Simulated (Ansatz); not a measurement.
Input and output for C2H8BNO, SMILES `CN(C)BO`.

```yaml
crystal:
  periodic: [false, false, false]
  atoms:
    - {symbol: C, position_ang: [-1.406000, -0.076951, -0.058905]}
    - {symbol: N, position_ang: [0.031332, -0.104854, 0.052695]}
    - {symbol: C, position_ang: [0.556413, -1.295090, 0.667194]}
    - {symbol: B, position_ang: [0.851331, 0.934881, -0.396536]}
    - {symbol: O, position_ang: [0.282774, 2.044904, -0.974749]}
    - {symbol: H, position_ang: [-1.878198, -0.145171, 0.928926]}
    - {symbol: H, position_ang: [-1.724269, 0.849827, -0.533084]}
    - {symbol: H, position_ang: [-1.769846, -0.920311, -0.658715]}
    - {symbol: H, position_ang: [0.170781, -1.419954, 1.687063]}
    - {symbol: H, position_ang: [1.643953, -1.240745, 0.715305]}
    - {symbol: H, position_ang: [0.279598, -2.192019, 0.098570]}
    - {symbol: H, position_ang: [2.043534, 0.842927, -0.270439]}
    - {symbol: H, position_ang: [0.938898, 2.687854, -1.242426]}
basis:
  gaussian: {orbitals: def2-TZVPP, fitting: {mean_field: cc-pVTZ-jkfit}}
magnetization: {spin_polarized: true, initial_magnetization: 0}
hamiltonian: {xc: {name: BLYP}, dispersion: d3bjatm}
```

```sh
$ ansatz run in.yaml --threads 4 --pin off --events-out ev --progress --plain --max-ram 10444MiB
```

It prints (some lines left out):

```
Functional definition: BLYP
635 factors; integrals over basis functions are off by at most 7.1e-1 eV
mean field evaluation 1: about -6401.6449 eV, gradient 6.7e1 eV
mean field evaluation 2: about -6345.5367 eV, gradient 1.3e2 eV
mean field evaluation 4: about -6419.5636 eV, gradient 1.2e1 eV
mean field evaluation 8: about -6420.1327 eV, gradient 2.3e-1 eV
mean field evaluation 16: about -6420.1329 eV, gradient 2.5e-5 eV
mean field -6420.13290643 eV, -235.9355325888 hartree, gradient 2.5e-5 eV, S^2 0.000000; 0 other end points of the search recorded, 0 dependent functions left out
reference -6420.13330210 eV, -235.9355471297 hartree; 20, 20 occupied and 247, 247 virtual orbitals, 635 factors
Total energy: -6420.61488867 eV, -235.9532451096 hartree
```

Run time 2.9 s (4 threads of an Arm Neoverse V2 on a shared host); peak host memory 0.49 GiB.
